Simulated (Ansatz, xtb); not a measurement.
## CH6SeSn: which of two isomers lies lower

Structure I: `[CH3][SnH2][SeH]`, a singlet. Structure II: `C[Se][SnH3]`, a singlet. Both are isolated molecules in the gas phase, relaxed with PBE0-D4/def2-SVP; the shapes shown needn't be the lowest conformers.

I (Å):

```xyz
9

C    -0.7653    1.0538    0.8498
Se    1.9936   -0.4432   -1.3763
Sn    1.3636    0.7814    0.7724
H    -1.2646    0.0753    0.8744
H    -1.0406    1.6214    1.7504
H    -1.0952    1.6027   -0.0427
H     1.9202   -0.1224    2.1218
H     2.1947    2.2758    0.6613
H     1.2472   -1.6480   -0.9786
```

II (Å):

```xyz
9

C    -0.9350    0.5896    1.4545
Se    0.3167   -0.8572    1.0338
Sn    1.9104    0.5090   -0.3912
H    -0.4383    1.3936    2.0132
H    -1.3996    0.9892    0.5435
H    -1.7154    0.1459    2.0870
H     2.5626    1.7895    0.5463
H     1.0601    1.1652   -1.7293
H     3.1395   -0.5608   -0.9088
```

Estimate which is lower in electronic energy at CCSD(T)/def2-SVP + ΔMP2/def2-TZVPP, and by roughly how much.

The CCSD(T)/def2-SVP + ΔMP2/def2-TZVPP calculation puts structure I lower, by 0.428 eV.

How the difference moves with the method:

| level | geometry | E(II) − E(I) (eV) | departure from the last row (eV) | job, with rough time for the two |
| --- | --- | --- | --- | --- |
| GFN2-xTB | GFN2-xTB | −0.116 | −0.543 | optimisation, 0.11 s |
| HF/STO-3G | GFN2-xTB | +0.252 | −0.176 | single point, 1.1 s |
| r2SCAN-D4/def2-SVP | GFN2-xTB | +0.382 | −0.045 | single point, 4.5 s |
| PBE0-D4/def2-SVP | PBE0-D4/def2-SVP | +0.371 | −0.057 | optimisation, 46 s |
| HF/def2-SVP | PBE0-D4/def2-SVP | +0.396 | −0.031 | part of the CCSD(T) run |
| MP2/def2-SVP | PBE0-D4/def2-SVP | +0.435 | +0.008 | part of the CCSD(T) run |
| CCSD(T)/def2-SVP | PBE0-D4/def2-SVP | +0.418 | −0.010 | single point |
| CCSD(T)/def2-SVP + ΔMP2/def2-TZVPP | PBE0-D4/def2-SVP | +0.428 |  | single point, 38 s |

As drawn, II has 1 C–Se, 1 Sn–H in place of 1 C–Sn, 1 Se–H.

GFN2-xTB puts the two in the other order. The largest departure from CCSD(T)/def2-SVP + ΔMP2/def2-TZVPP is that of GFN2-xTB, 0.543 eV. The last row adds to CCSD(T) the change of the MP2 difference between the two basis sets, here +0.010 eV.

With harmonic frequencies from PBE0-D4/def2-SVP (ideal gas, rigid rotor, one conformer each, 298.15 K, 1 atm): on the last row, ΔE + ΔZPE = +0.441, ΔH = +0.433, ΔG = +0.447 eV.

The correlated steps freeze 14 core orbitals; the filled d shell of Se and Sn is correlated, in a basis made for valence electrons. Atoms past krypton carry core potentials in the def2 sets, other sets are all-electron and non-relativistic, and no spin–orbit term is included. Mirror images aren't counted in ΔG. Run with Ansatz 0.2.0, xtb 6.7.1; the last row on 2 threads of Arm Neoverse V2 on a shared host.
